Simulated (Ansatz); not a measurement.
A structure relaxed at PBE-D4/def2-SVPD in Ansatz, charge -1, singlet:

Cartesian coordinates in Å:
```
Ru 0.433 0.484 1.293
Ru -0.433 -0.484 -1.293
Al -1.310 -1.036 0.826
Al 1.696 -0.709 -0.302
Al -0.386 1.745 -0.524
```

Q: Give its formula and point group.

A: Al3Ru2⁻. Point group D3h (tolerance 0.1 Å).

Q: Summarise the bond lengths by kind (pairs closer than 1.2 times the sum of covalent radii, bridged metal pairs left out).

A: 6 × Al–Ru 2.36 Å; 1 × Ru–Ru 2.89 Å.

In the def2 sets Ru takes a core potential; there is no spin–orbit coupling. The restricted singlet is unstable towards broken spin symmetry at other levels; at PBE-D4/def2-SVPD this wasn't settled. The highest occupied level of the charge -1 singlet lies above zero (up to 0.21 eV). The electron is either unbound and held by the finite basis, or the level is raised by self-interaction error. The relaxation made no stability test and no search for a lower SCF solution. The structure comes from a short search, and lower isomers may exist.
